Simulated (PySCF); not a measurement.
# P: excitation energy

P [Ne] 3s2 3p3 (4S) → P [Ne] 3s1 3p4 (4P), as a difference of total energies. Calculation: PySCF 2.14, in aug-cc-pCVTZ-DK with one added diffuse shell each of s, p, d, f type (9s8p6d4f, 91 functions); scalar relativity by spin-free X2C-1e. Correlated levels: valence: [Ne] frozen. The calculations carry no spin-orbit coupling.

Q: Order these methods by the excitation energy they give, lowest first.
A. UHF
B. CCSD (valence)
C. SCS-MP2 (valence)
D. CCSD(T) (valence)

A: D (60101 cm⁻¹), B (61580 cm⁻¹), A (64317 cm⁻¹), C (65587 cm⁻¹).

Errors of the correlated levels include the incompleteness of this basis and the frozen core.

The coupled-cluster amplitudes are large for the upper state (T1 above 0.03 or a double amplitude above 0.15), so a single reference is strained.

For comparison: 59643 cm⁻¹ (measured; NIST levels, between the centres of gravity of the two terms).
